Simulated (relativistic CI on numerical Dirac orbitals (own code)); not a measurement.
**Radial parameters of Ar⁴⁺**

Method of calculation: Dirac-Coulomb-Breit CI, separate exchange-only KLI orbitals for each configuration, model QED, valence Slater integrals scaled by 0.85, P86 correlation energy added to each configuration (own radial code, finite nucleus).

Slater integrals F^k, G^k are unscaled and averaged over j, outside the closed core [Ne]; ζ comes from projecting the Hamiltonian with its Breit term on Σ l·s of the shell.

- 3s2 3p2: F^2(3p,3p) = 75197, ζ(3p) = 1348.5 cm⁻¹; <r>(3p) = 1.344, <r^2>(3p) = 2.087 (bohr units).
- 3s 3p3: F^2(3p,3p) = 75261, G^1(3s,3p) = 101860, ζ(3p) = 1346.1 cm⁻¹; <r>(3s) = 1.259, <r^2>(3s) = 1.809, <r>(3p) = 1.343, <r^2>(3p) = 2.083 (bohr units).
- 3s2 3p 3d: ζ(3p) = 1375.1, F^2(3p,3d) = 69110, G^1(3p,3d) = 86025, G^3(3p,3d) = 53036, ζ(3d) = 23.81 cm⁻¹; <r>(3p) = 1.341, <r^2>(3p) = 2.08, <r>(3d) = 1.501, <r^2>(3d) = 2.669 (bohr units).

Averages of the first 10 configurations, taken without configuration mixing, which lowers the lowest level and can move excited configurations by several eV; other configurations of the list can lie among them:

```tsv
Configuration	Parity	States	Average energy above the lowest level (eV)
3s2 3p2	even	15	2.9
3s 3p3	odd	40	19.8
3s2 3p 3d	odd	60	27.6
3p4	even	15	40.2
3s 3p2 3d	even	300	43.0
3s2 3p 4s	odd	12	39.0
3s2 3p 4p	even	36	44.4
3p3 3d	odd	200	62.0
3s 3p 3d2	odd	540	67.2
3s2 3p 4d	odd	60	51.6
```
